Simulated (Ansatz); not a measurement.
Geometry optimisation, Ansatz, RKS PBE0-D4/def2-SVP.

input.yaml

```yaml
crystal:
  periodic: [false, false, false]
  atoms:
    - { symbol: C, position_ang: [-0.1728, -1.7629, 0.8424] }
    - { symbol: Si, position_ang: [0.061, -0.1452, -0.1318] }
    - { symbol: C, position_ang: [-1.35859, 1.03529, -0.15524] }
    - { symbol: Al, position_ang: [2.17712, 0.72679, -0.59241] }
    - { symbol: C, position_ang: [0.97996, -0.23429, -1.7399] }
    - { symbol: Cl, position_ang: [1.51857, -1.88824, -2.16585] }
    - { symbol: H, position_ang: [0.0535, -2.5867, 0.1941] }
    - { symbol: H, position_ang: [0.4663, -1.7062, 1.7235] }
    - { symbol: H, position_ang: [-1.2809, -1.7624, 1.1816] }
    - { symbol: H, position_ang: [-2.26922, 0.5055, -0.64127] }
    - { symbol: H, position_ang: [-1.12101, 1.91024, -0.76409] }
    - { symbol: H, position_ang: [-1.66475, 1.32058, 0.85592] }
    - { symbol: H, position_ang: [3.6806, 1.43992, -0.22912] }
    - { symbol: H, position_ang: [0.56202, 0.31866, -2.60356] }
basis:
  gaussian: { orbitals: def2-SVP }
hamiltonian:
  xc: pbe0
  dispersion: d4
relax:
  f_tol: 0.015
  max_steps: 40
output:
  orbitals: {}
```

Command:

```bash
$ ansatz run input.yaml --threads 2 --pin off --max-ram 3072MiB --backend cpu --events-out ev --progress --plain --runs-dir out
```

Q: Where does it end, and by what steps?

A: The run converged. After 13 steps the energy has fallen by 0.869 eV; H8 moved furthest, 0.94 Å. Joined: Al4–Cl6 (3.12 → 2.45 Å).

```tsv
step	energy less start (eV)	largest force component (eV/Å)	accepted
0	0.0000	2.129	yes
1	-0.4960	0.943	yes
2	-0.5593	0.281	yes
3	-0.5777	0.146	yes
4	-0.5999	0.663	yes
5	-0.6471	0.608	yes
6	-0.7573	0.338	yes
7	-0.8267	0.316	yes
8	-0.8496	0.176	yes
9	-0.8613	0.264	yes
10	-0.8667	0.164	yes
11	-0.8684	0.100	yes
12	-0.8684	0.087	yes
13	-0.8694	0.008	yes
```

```xyz
14
Properties=species:S:1:pos:R:3
C -0.356 -1.788 0.763
Si 0.139 -0.150 -0.012
C -1.270 1.101 0.038
Al 2.235 0.687 -0.671
C 0.847 -0.165 -1.798
Cl 2.178 -1.501 -1.768
H 0.412 -2.549 0.558
H -0.464 -1.694 1.855
H -1.316 -2.138 0.349
H -2.183 0.673 -0.408
H -1.016 2.019 -0.513
H -1.502 1.385 1.077
H 3.572 1.494 -0.919
H 0.355 -0.203 -2.777
```

Time of the run: 97 s on 2 threads of Intel(R) Xeon(R) Platinum 8488C (Sapphire Rapids), with other jobs on the host, peak memory 0.39 GiB.
